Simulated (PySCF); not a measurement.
SMILES c1ccc(c[c]1[GeH3])C=C (C8H10Ge) (GFN2-xTB optimised geometry):

```
19

C     -1.729    -2.495     0.003
C     -2.185    -1.248    -0.001
C     -1.389    -0.026     0.000
C     -2.045     1.207    -0.001
C     -1.333     2.391    -0.003
C      0.050     2.367    -0.003
C      0.731     1.155     0.000
Ge     2.683     1.111     0.025
C      0.005    -0.026     0.000
H     -2.401    -3.336     0.002
H     -0.679    -2.734     0.006
H     -3.256    -1.083    -0.003
H     -3.126     1.231    -0.002
H     -1.858     3.336    -0.006
H      0.611     3.293    -0.008
H      3.224     1.137     1.421
H      3.193    -0.137    -0.620
H      3.256     2.294    -0.688
H      0.543    -0.964    -0.003
```

Calculation: PySCF 2.14.0 with CAM-B3LYP/def2-SVP.

**Question.** What are the frontier orbital energies and the dipole moment?

**Answer.** HOMO-2 -10.01 eV, HOMO-1 -8.58 eV, HOMO -7.76 eV, LUMO 0.07 eV, LUMO+1 0.76 eV; dipole moment 0.67 D.

Meta-Löwdin charges at CAM-B3LYP/def2-SVP: C1 -0.22, C2 -0.09, C3 0.01, C4 -0.10, C5 -0.10, C6 -0.10, C7 -0.17, Ge8 0.38, C9 -0.10, H10 0.11, H11 0.10, H12 0.10, H13 0.10, H14 0.10, H15 0.10, H16 -0.07, H17 -0.07, H18 -0.07, H19 0.10.
